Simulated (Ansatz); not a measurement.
`O[SiH2]/C=C/[SiH3]` + NH₃ → `N/C=C/[SiH3]` + `O[SiH3]` at 400 K and 1 bar (substitution at a C–Si bond).

Computed with Ansatz on PBE0-D4/def2-TZVP structures; ΔE is electronic, products minus reactants. CBS: MP2 limit from def2 TZ/QZ plus the TZ coupled-cluster correction, frozen cores. This one scheme is used for every species. Double bonds are as drawn, so ΔE can hold a change between cis and trans. Each species was taken in one conformer, which may not be the lowest.

| species | CCSD(T)/CBS energy (Eh) | H − E (kJ/mol) | S (J/(mol·K)) |
| --- | --- | --- | --- |
| `O[SiH2]/C=C/[SiH3]` | -734.27080 | 272.0 | 415.3 |
| NH₃ | -56.50880 | 104.2 | 203.1 |
| `N/C=C/[SiH3]` | -424.07389 | 251.8 | 347.1 |
| `O[SiH3]` | -366.69042 | 120.0 | 276.4 |

H − E and S are ideal-gas, rigid-rotor, harmonic terms from PBE0-D4/def2-TZVP, for one conformer and one mirror image of each species. 1 Eh = 2625.50 kJ/mol, R = 8.31446 J/(mol·K).

By hand: ΔE, ΔH, ΔS and ΔG.

ΔE = (-424.07389) + (-366.69042) − (-734.27080) − (-56.50880) = 0.01529 Eh = 40.1 kJ/mol. Δ(H − E) = 251.8 + 120.0 − 272.0 − 104.2 = -4.4, so ΔH = 35.7 kJ/mol. ΔS = 347.1 + 276.4 − 415.3 − 203.1 = 5.1 J/(mol·K). ΔG = 35.7 − 400 × (5.1)/1000 = 33.7 kJ/mol.

By hand: the equilibrium constant, and the temperature at which ΔG would vanish if ΔH and ΔS stayed fixed.

log₁₀ K = −ΔG/(RT ln 10) = -4.4. ΔG = 0 at ΔH/ΔS = 7000 K, far beyond where these terms or the molecules hold.

The number of gas molecules stays the same, so ΔS is small and ΔH decides. A doubt of 5 kJ/mol in ΔE shifts log₁₀ K by 0.7 here. Other conformers and mirror images would add mixing entropy, several J/(mol·K) or more a flexible species. These are equilibria of isolated gas molecules and say nothing of rates. Largest T1 diagnostic: 0.012 (customary marks: 0.02 for closed shells, 0.045 for open ones).
